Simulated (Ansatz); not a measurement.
`CB[SiH2][SiH2][AlH2]` and `CB[SiH2]N` differ in one atom or group.

Ansatz, PBE0-D4/def2-TZVP geometries, multiplicity 1. Each molecule was computed in one conformer, which needn't be the lowest.

```csv
property,`CB[SiH2][SiH2][AlH2]`
HOMO–LUMO gap (B3LYP/def2-TZVPP) / eV,4.65
HOMO–LUMO gap (ωB97M-V/def2-TZVPP) / eV,8.82
HOMO energy (PBE0/def2-TZVPP) / eV,-7.20
LUMO energy (B3LYP/def2-TZVPP) / eV,-2.35
size of the dipole moment (ωB97M-V/def2-TZVPP) / D,1.18
HOMO–LUMO gap (PBE/def2-TZVPP) / eV,3.12
```

Give the same properties after the change, and the shifts. (An estimate is asked.)

Ansatz gave: 
| property | `CB[SiH2]N` | shift |
| --- | --- | --- |
| HOMO–LUMO gap (B3LYP/def2-TZVPP) / eV | 5.00 | 0.35 |
| HOMO–LUMO gap (ωB97M-V/def2-TZVPP) / eV | 9.67 | 0.85 |
| HOMO energy (PBE0/def2-TZVPP) / eV | -7.09 | 0.11 |
| LUMO energy (B3LYP/def2-TZVPP) / eV | -1.88 | 0.47 |
| size of the dipole moment (ωB97M-V/def2-TZVPP) / D | 0.84 | -0.34 |
| HOMO–LUMO gap (PBE/def2-TZVPP) / eV | 3.05 | -0.07 |

With PBE0 the HOMO rises by 0.11 eV and the LUMO rises by 0.50 eV, so the gap widens by about 0.39 eV. PBE moves the HOMO by 0.50 eV and ωB97M-V by -0.29 eV. Dipoles are sizes alone; their direction can turn.

B3LYP here is the variant with VWN-RPA as its local correlation; programs differ in this.
